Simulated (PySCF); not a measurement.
# Correlation energy of Zn⁺ (zinc, charge +1)

[Ar] 3d10 4s1, 2S determinant. Calculation: PySCF 2.14, in cc-pVDZ-PP with ECP10MDF (4s4p3d1f, 38 functions); a scalar-relativistic core potential. Frozen: 3s2 3p6; 11 electrons correlated.

MP2 pair energies summed by pair of shells (mhartree):

| pair | energy | share (%) |
| --- | --- | --- |
| 3d-3d | -364.50 | 95.6 |
| 3d-4s | -16.85 | 4.4 |

Total MP2 correlation energy: -381.35 mhartree.

Same-spin part -142.52 and opposite-spin part -238.82 mhartree; SCS-MP2 scales them by 1/3 and 6/5 to -334.10 mhartree.

```json
{"level": "CCSD", "correlation energy (mhartree)": "-345.10"}
{"level": "(T)", "correlation energy (mhartree)": "-6.27"}
{"level": "CCSD(T)", "correlation energy (mhartree)": "-351.37"}
```

Diagnostics: T1 = 0.0084, D1 = 0.0189, largest double amplitude 0.022.

Cost of the coupled-cluster step: 2 s of wall time on 1 thread of Neoverse-N1 (shared host), for 11 correlated electrons.
